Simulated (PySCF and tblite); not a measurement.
The numbers below are computed, except where a source is named.
bromodichloromethane, CHBrCl2, numbered as in [Cl:1][CH:2]([Cl:3])[Br:4].

GFN2-xTB molecular dynamics (tblite; Langevin, friction 0.005 fs⁻¹, 1.5 fs steps, hydrogen mass 4 u): 400 + 8000 steps at each temperature, started from the lowest conformer, nuclei classical.

GIAO shieldings at PBE0/pcSseg-1 (PySCF) on 20 frames a temperature; like atoms are averaged, and of two unlike H on one atom a is the less shielded at the minimum.

(1) How far do thermal motions move the shieldings from their values at the minimum?

(2) What do the single frames at 200 K give for Cl1/Cl3?

Spin–orbit effects of the heavy atoms on shieldings are missing. Changes within two standard errors are not significant.

The study took 12 min on 1 thread of Arm Neoverse N1, shared host (rough), peak memory 0.58 GiB, launched as `OMP_NUM_THREADS=1 python ens_run.py task.json out`.

Answers

(1) 
```
 signal  σ at minimum (ppm)     Δσ, 200 K     Δσ, 400 K      Δσ, 600 K
Cl1/Cl3               526.2    -1.6 ± 5.5   -32.4 ± 9.2   -40.0 ± 13.2
     C2                81.0    -0.5 ± 1.0    -5.4 ± 2.1     -4.9 ± 2.5
    Br4              1510.8  -52.4 ± 24.8  -79.5 ± 51.0  -173.4 ± 76.2
     H2               23.92  -0.22 ± 0.11  -0.37 ± 0.23   -0.23 ± 0.29
```

Errors are standard errors over frames. Zero-point motion is missing, and a reference compound would move too.

(2) 
| t (fs) | V above the minimum, tight binding (kcal/mol) | E above it, DFT (kcal/mol) | torsions (°) | σ (ppm) |
| --- | --- | --- | --- | --- |
| 900 | 1.0 | 1.3 | none | 522.0 |
| 1500 | 2.8 | 4.0 | none | 479.3 |
| 2100 | 1.4 | 1.2 | none | 535.9 |
| 2700 | 0.7 | 1.2 | none | 542.4 |
| 3300 | 1.7 | 2.9 | none | 517.6 |
| 3900 | 2.0 | 2.7 | none | 549.0 |
| 4500 | 1.8 | 2.3 | none | 562.0 |
| 5100 | 0.5 | 0.6 | none | 531.0 |
| 5700 | 1.1 | 0.9 | none | 525.1 |
| 6300 | 2.3 | 2.9 | none | 542.8 |
| 6900 | 1.8 | 2.5 | none | 523.5 |
| 7500 | 2.1 | 2.3 | none | 479.5 |
| 8100 | 3.1 | 3.4 | none | 531.3 |
| 8700 | 1.8 | 1.5 | none | 562.9 |
| 9300 | 3.5 | 4.1 | none | 521.8 |
| 9900 | 1.3 | 1.2 | none | 544.4 |
| 10500 | 1.7 | 2.0 | none | 518.3 |
| 11100 | 2.5 | 2.2 | none | 519.1 |
| 11700 | 1.7 | 2.5 | none | 480.6 |
| 12300 | 3.2 | 4.2 | none | 501.7 |
